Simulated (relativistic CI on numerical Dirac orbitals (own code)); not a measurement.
A reference radial Dirac CI calculation of Ti I gave the lowest total energy -852.39897 Ha in 18 SCF steps, from this input:

```
atom Ti  Z=22  charge=0  electrons=22
nucleus A=48  rms_radius_fm=3.5921
hamiltonian dirac-coulomb  breit=on  qed=on  c_scale=1
orbitals kli  potential=per-configuration
slater_scale 1
correlation none
mixing on
grid step=0.0125 r_max=149
scf mixing=0.4 start=green max_iterations=150 tolerance=2e-08 node_fill=0.05
configurations
  [Ar] 3d2 4s2
end
```

One setting was then changed (and the iteration limit cut to 66), and the output read:

```
SCF 1: [Ar] 3d2 4s2
 iter      energy (Ha)   residual   last orbital (Ha)
    1      -852.278920   3.46e-01     -0.21340
    2      -852.706254   2.09e-01     -0.27041
    3      -852.726033   1.86e-01     -0.27747
    4      -852.805368   8.53e-02     -0.35595
    5      -852.803652   3.15e-02     -0.32488
    6      -852.805363   6.99e-02     -0.33228
    7      -852.805613   4.92e-02     -0.29978
    8      -852.805596   4.84e-02     -0.29833
    9      -852.805612   3.85e-02     -0.28236
   10      -852.805612   3.24e-02     -0.27278
   11      -852.805615   3.01e-03     -0.22782
   12      -852.805618   4.66e-04     -0.22270
   13      -852.805617   1.90e-04     -0.22309
   14      -852.805617   1.17e-06     -0.22337
   15      -852.805617   4.79e-07     -0.22337
   16      -852.805617   1.15e-07     -0.22337
   17      -852.805617   2.51e-08     -0.22337
   18      -852.805617   2.10e-09     -0.22337
orbital energies (Ha): 2p1/2 -16.6230  2p3/2 -16.4108  3s -2.3737  3p1/2 -1.5155  3p3/2 -1.4919  4s -0.2234  3d3/2 -0.2260  3d5/2 -0.2243
configuration averages (Ha): Dirac-Coulomb, Breit, QED
  3d2                           -852.805617    0.264741    0.175652
levels: no., configuration, term, J, E (cm-1), weight
   1 3d2                    3F   2                0.0  1.00
   2 3d2                    3F   3              169.4  1.00
   3 3d2                    3F   4              390.2  1.00
   4 3d2                    1D   2            19270.6  1.00
   5 3d2                    3P   0            23430.5  1.00
   6 3d2                    3P   1            23477.2  1.00
   7 3d2                    3P   2            23560.2  1.00
   8 3d2                    1G   4            30123.6  1.00
   9 3d2                    1S   0            73881.1  1.00
lowest total energy -852.431819 Ha
end: converged
```

**Question.** Which setting was changed?
A. Slater scale
B. SCF mixing
C. Breit term
D. charge

**Answer.** A. The Slater scale 2. This setting is bad on purpose; its numbers may not be properties of the ion.
